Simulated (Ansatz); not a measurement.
A structure relaxed at B3LYP-D4/def2-SVP in Ansatz, charge 0, doublet:

```
atom    x (Å)    y (Å)    z (Å)
 Ga1   0.0048   0.0043   0.0006
 Si2  -0.2319   1.6699  -1.7758
 Si3   1.4371  -0.6920   1.8586
 Si4  -2.0118   1.2822  -0.5291
 Si5   0.8019  -2.2643   0.4457
```

Problem. Give its formula and point group.

Solution. GaSi4. Point group D2d (tolerance 0.1 Å).

Problem. Summarise the bond lengths by kind (pairs closer than 1.2 times the sum of covalent radii, bridged metal pairs left out).

Solution. 4 × Ga–Si 2.45 Å; 2 × Si–Si 2.21 Å.

The relaxation made no stability test and no search for a lower SCF solution. Another isomer (doublet) lies 2.06 eV lower at PBE0-D4/def2-TZVP; other spin states weren't run for this one.
